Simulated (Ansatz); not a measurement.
C2H7GeNSi (`[SiH3]/N=[C]1/[CH2][GeH2]1`). The species carries charge 0 and has multiplicity 1. The structure was optimised at the PBE0-D4/def2-TZVP level.

```xyz
12

Si   -0.456   -2.168    0.689
N    -0.796   -0.906   -0.464
C    -0.323    0.243   -0.393
C    -0.293    1.474   -1.204
Ge    1.000    1.523    0.315
H    -1.745   -2.618    1.271
H     0.170   -3.299   -0.041
H     0.458   -1.693    1.768
H    -0.033    1.378   -2.256
H    -1.140    2.139   -1.035
H     2.481    1.346   -0.018
H     0.678    2.580    1.370
```

Question: What is the dipole moment at B3LYP/def2-TZVPP? (An estimate is asked.)

Answer: Computed: 1.41 D, with components (0.71, 1.17, 0.34) D in this frame, pointing from negative to positive charge.

Question: And with PBE, r2SCAN, ωB97M-V? (Estimate.)

Answer: The calculation gave: PBE 1.20 D, r2SCAN 1.28 D, ωB97M-V 1.61 D.

Question: Give the Mulliken charges with B3LYP, ωB97M-V, PBE in def2-TZVPP. (Best estimate.)

Answer: Ansatz gave: 
```json
{"atom": "Si1", "B3LYP": "0.42", "ωB97M-V": "0.31", "PBE": "0.35"}
{"atom": "N2", "B3LYP": "-0.21", "ωB97M-V": "-0.25", "PBE": "-0.15"}
{"atom": "C3", "B3LYP": "-0.02", "ωB97M-V": "0.00", "PBE": "-0.04"}
{"atom": "C4", "B3LYP": "-0.22", "ωB97M-V": "-0.29", "PBE": "-0.17"}
{"atom": "Ge5", "B3LYP": "0.03", "ωB97M-V": "0.02", "PBE": "0.00"}
{"atom": "H6", "B3LYP": "-0.07", "ωB97M-V": "-0.03", "PBE": "-0.05"}
{"atom": "H7", "B3LYP": "-0.07", "ωB97M-V": "-0.03", "PBE": "-0.05"}
{"atom": "H8", "B3LYP": "-0.09", "ωB97M-V": "-0.05", "PBE": "-0.08"}
{"atom": "H9", "B3LYP": "0.10", "ωB97M-V": "0.12", "PBE": "0.09"}
{"atom": "H10", "B3LYP": "0.11", "ωB97M-V": "0.13", "PBE": "0.10"}
{"atom": "H11", "B3LYP": "0.01", "ωB97M-V": "0.04", "PBE": "0.01"}
{"atom": "H12", "B3LYP": "0.01", "ωB97M-V": "0.04", "PBE": "0.01"}
```

B3LYP here is the variant with VWN-RPA as its local correlation; programs differ in this.
